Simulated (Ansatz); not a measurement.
Compare A (`C=C[SiH2][SiH2]Cl`) with its isomer B (`[SiH3]C1(Cl)C[SiH2]1`).

Gas-phase electronic energies from Ansatz, PBE0-D4/def2-TZVP geometries. CBS: MP2 limit from def2 TZ/QZ plus the TZ coupled-cluster correction, frozen cores. DFT in def2-TZVPP. Each species was taken in one conformer, which may not be the lowest.

(1) Which isomer does CCSD(T)/CBS put lower? Give the gap. (Estimate.)

(2) Give E(B) − E(A) in kcal/mol with B2PLYP, ωB97M-V, PBE-D4, PBE0-D4, CCSD/def2-TZVPP, r2SCAN-D4, MP2/def2-TZVPP. (An estimate is asked.)

Largest T1 diagnostic: 0.012.

Answers

(1) The calculation gave: A, by 44.2 kcal/mol.

(2) Ansatz gave: B2PLYP 45.6, ωB97M-V 42.1, PBE-D4 41.9, PBE0-D4 42.4, CCSD/def2-TZVPP 45.5, r2SCAN-D4 43.1, MP2/def2-TZVPP 40.9. None reverses the order clearly.

The D4 term adds −1.6 kcal/mol with B3LYP and −0.7 kcal/mol with PBE0; it sums over pairs of atoms, weighted by their polarisabilities, and B3LYP, whose exchange is more repulsive, gets the larger term. In def2-TZVPP, CCSD(T) changes the Hartree–Fock value by −9.8 kcal/mol (the triples alone add −1.2 kcal/mol) and MP2 by −13.2 kcal/mol.

B3LYP here is the variant with VWN-RPA as its local correlation; programs differ in this.
